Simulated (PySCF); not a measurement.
Input of a response calculation (the driver script's job line, then coordinates in Å):

```
{"job": {"kind": "uv", "xc": "B3LYP", "basis": "def2-SVPD", "nstates": 8, "ntriplets": 3}, "charge": 0, "multiplicity": 1}
C      3.305151    -0.651176     0.189203
C      2.207193    -0.344587    -0.184207
C      0.877656     0.000944    -0.623278
C     -0.192471    -0.986445    -0.090621
C     -1.598195    -0.386235    -0.253569
C     -1.742135     0.915179     0.570389
Al     0.064758     1.669158     0.178954
H      4.269248    -0.902292     0.517348
H      0.872598    -0.038931    -1.724513
H     -0.009806    -1.175069     0.972003
H     -0.134383    -1.946165    -0.611596
H     -2.346601    -1.127386     0.040552
H     -1.755848    -0.162170    -1.313678
H     -2.642491     1.455117     0.259275
H     -1.905439     0.651677     1.624488
H      0.723165     3.037323     0.437839
```

Output (SCF cycles cut):

```
converged SCF energy = -476.1909827075

Static polarisability (au): isotropic 95.774, principal 73.956 93.635 119.730

Singlet excitations
state   eV       nm        f      main configurations
  1   3.9045    317.5   0.01013   H->L 0.98
  2   4.8388    256.2   0.00038   H-1->L 0.81, H-2->L 0.18
  3   4.9877    248.6   0.00182   H-2->L 0.80, H-1->L 0.18
  4   5.4825    226.1   0.02084   H->L+1 0.94
  5   6.0779    204.0   0.00309   H-3->L 0.78, H->L+2 0.17
  6   6.1005    203.2   0.00945   H->L+2 0.60, H-3->L 0.17, H->L+5 0.12
  7   6.1657    201.1   0.00424   H->L+5 0.44, H->L+2 0.16, H->L+6 0.10
  8   6.3255    196.0   0.00930   H-1->L+1 0.65, H->L+3 0.12

Triplet excitations (Tamm-Dancoff, eV): 3.6810 4.5892 4.8628
```

Computed, not measured: TDDFT B3LYP/def2-SVPD, vertical, gas phase, core orbitals frozen in the response (PySCF 2.14.0, density-fitted response routines). Geometry: GFN2-xTB, one conformer, isolated molecule.

Problem. Give the energy of state 7 in hartree, cm⁻¹ and kJ/mol.

Solution. 0.22659 hartree, 49730 cm⁻¹, 594.9 kJ/mol.

Problem. Give the mean polarisability in Å³.

Solution. 95.77 au × 0.148185 = 14.19 Å³.

Problem. What is the total energy of state 7 at this geometry?

Solution. -476.19098 + 0.22659 = -475.96439 hartree.

Problem. What is the polarisability anisotropy, √(½[(α1 − α2)² + (α2 − α3)² + (α3 − α1)²])?

Solution. 39.77 au.

Problem. Which orbital energies lie behind H and L?

Solution. HOMO -6.38 eV and LUMO -1.54 eV, a gap of 4.84 eV; state 1 differs from that by -0.94 eV.

Problem. Which species is it?

Solution. `C#C[C@H]1CC[CH2][AlH]1` (C6H9Al), point group C1.

H and L stand for HOMO and LUMO.
